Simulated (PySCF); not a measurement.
From one molecule to another.

First species: B(AsH3)Cl3.
Structure used (PBE0-D3(BJ)/def2-SVP), in Å, numbered top down from 1:
```xyz
8
AsBCl3H3 angstrom
B      0.0101   -0.0099   -1.1835
As     0.0293   -0.0151    0.9677
H      0.7472    1.1209    1.6488
H      0.6540   -1.2023    1.6524
H     -1.3122    0.0432    1.6502
Cl     1.7694   -0.0674   -1.6344
Cl    -0.8279    1.5528   -1.5874
Cl    -0.9318   -1.5078   -1.5976
```

Second species: C5H9OP.
Geometry (PBE0-D3(BJ)/def2-SVP, Å), atoms numbered from 1 in this order:
```
atom  x, y, z in Å
C1     2.4597    0.5314   -0.6411
C2     1.7401   -0.5518   -0.3446
C3     0.4469   -0.5384    0.3959
C4    -0.7702   -1.3282   -0.1522
C5    -1.8801   -0.4186    0.4177
P6    -0.6499    0.9454    0.4163
O7    -0.5798    2.0827    1.3770
H8     3.4096    0.4557   -1.1762
H9     2.1346    1.5347   -0.3442
H10    2.1086   -1.5407   -0.6480
H11    0.5979   -0.8210    1.4550
H12   -0.7718   -1.3108   -1.2536
H13   -0.8199   -2.3796    0.1666
H14   -2.8068   -0.3043   -0.1598
H15   -2.1249   -0.6788    1.4592
H16   -0.6324    1.3094   -0.9674
```

Levels: wB97X-D/def2-SVPD for dipole moment, HOMO energy, LUMO energy, HOMO–LUMO gap, static isotropic polarisability and electronic spatial extent ⟨r²⟩ about the centre of nuclear charge; TDDFT wB97X-D/def2-SVPD for lowest singlet excitation; TDA wB97X-D/def2-SVPD for lowest triplet excitation (Tamm–Dancoff); PBE0-D3(BJ)/def2-SVP for rotational constant A and rotational constant C. Geometries: PBE0-D3(BJ)/def2-SVP. Each species is one conformer at its optimised geometry, gas phase, non-relativistic unless stated; the electronic structure was computed with PySCF and density fitting.

The conformers computed, where there is a choice (atom-mapped SMILES and torsion angles):
- `[CH2:1]=[CH:2][C@@H:3]1[CH2:4][CH2:5][P@H:6]1=[O:7]`: C1–C2–C3–C4 132°

| property | column X | column Y |
| --- | --- | --- |
| dipole moment | 5.55 D | 4.57 D |
| HOMO energy | -10.09 eV | -9.49 eV |
| LUMO energy | 1.04 eV | 1.58 eV |
| HOMO–LUMO gap | 11.13 eV | 11.07 eV |
| lowest singlet excitation | 7.11 eV | 6.96 eV |
| lowest triplet excitation (Tamm–Dancoff) | 6.40 eV | 4.44 eV |
| static isotropic polarisability | 88.7 au | 82.9 au |
| electronic spatial extent ⟨r²⟩ about the centre of nuclear charge | 1264 bohr² | 939 bohr² |
| rotational constant A | 1.516 GHz | 3.120 GHz |
| rotational constant C | 1.063 GHz | 1.317 GHz |

(1) Which column belongs to which species?

(2) How does each property change from the first species to the second?

Answers

(1) Column X is the first species and column Y the second. The first has 8 atoms and 92 electrons, the second 16 and 62.

(2) dipole moment -0.98 D; HOMO energy +0.60 eV; LUMO energy +0.54 eV; HOMO–LUMO gap -0.06 eV; lowest singlet excitation -0.15 eV; lowest triplet excitation (Tamm–Dancoff) -1.96 eV; static isotropic polarisability -5.8 au; electronic spatial extent ⟨r²⟩ about the centre of nuclear charge -325 bohr²; rotational constant A +1.604 GHz; rotational constant C +0.254 GHz.

On the first: The polarisability is 13.14 Å³ as a volume (1 au = 0.148185 Å³), or 0.96 au for each of the 92 electrons. The 10 singlets span 7.11 to 7.73 eV, and their oscillator strengths add up to 0.45. The calculation is non-relativistic and has no spin–orbit coupling, an omission that weighs most on arsenic.

On the second: The vertical singlet–triplet gap S1 − T1 is 2.52 eV (TDDFT singlet less Tamm–Dancoff triplet; S1: HOMO→LUMO, weight 0.50, beside HOMO−1→LUMO, weight 0.38; T1: HOMO→LUMO, weight 0.51, beside HOMO−2→LUMO, weight 0.34). The polarisability is 12.28 Å³ as a volume (1 au = 0.148185 Å³), or 1.34 au for each of the 62 electrons.
